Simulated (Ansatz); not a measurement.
A search over several starts for the lowest SCF solution of GaO3H3⁺ at the given spin, in a small basis.

```yaml
crystal:
  periodic: [false, false, false]
  atoms:
    - {symbol: Ga, position_ang: [0.064318, -0.055423, -0.208413]}
    - {symbol: O, position_ang: [0.126717, 0.433451, -1.928757]}
    - {symbol: O, position_ang: [0.784989, -1.650413, 0.195140]}
    - {symbol: O, position_ang: [-0.707122, 1.079801, 0.963257]}
    - {symbol: H, position_ang: [0.716505, -1.853421, 1.145461]}
    - {symbol: H, position_ang: [-0.287725, 1.308864, -2.042159]}
    - {symbol: H, position_ang: [-0.697671, 0.737142, 1.875471]}
basis:
  gaussian: {orbitals: def2-SVP}
total_charge: 1
magnetization: {spin_polarized: true, initial_magnetization: 1}
hamiltonian: {xc: pbe0, dispersion: d4}
output: {orbitals: {seedname: orbitals}}
```

```sh
$ ansatz run in.yaml --threads 4 --pin off --events-out ev --progress --plain --max-ram 3916MiB
```

Shortened log:

```
Functional definition: PBE0
862 factors; integrals over basis functions are off by at most 1.0e-3 eV
mean field evaluation 1: about -58516.1259 eV, gradient 7.0e1 eV
mean field evaluation 2: about -58446.4062 eV, gradient 1.3e2 eV
mean field evaluation 4: about -58529.9700 eV, gradient 2.9e1 eV
mean field evaluation 8: about -58533.9345 eV, gradient 2.4e0 eV
mean field evaluation 16: about -58534.0680 eV, gradient 2.0e-1 eV
mean field evaluation 32: about -58534.0683 eV, gradient 4.0e-4 eV
mean field evaluation 64: about -58533.9106 eV, gradient 5.9e0 eV
mean field evaluation 96: about -58534.0595 eV, gradient 1.1e0 eV
mean field -58534.12372838 eV, -2151.0893711641 hartree, gradient 4.7e-6 eV, S^2 0.764780; 14 other end points of the search recorded, 0 dependent functions left out
reference -58534.12375575 eV, -2151.0893721698 hartree; 29, 28 occupied and 60, 61 virtual orbitals, 862 factors
Total energy: -58534.20256855 eV, -2151.0922684865 hartree
```

Hardware: 4 threads of Arm Neoverse V1 on a shared host. Wall time 9.5 s.

Other converged states that the search met: 0.06 eV higher (⟨S²⟩ = 0.77).

The structure comes from a short search, and lower isomers may exist.
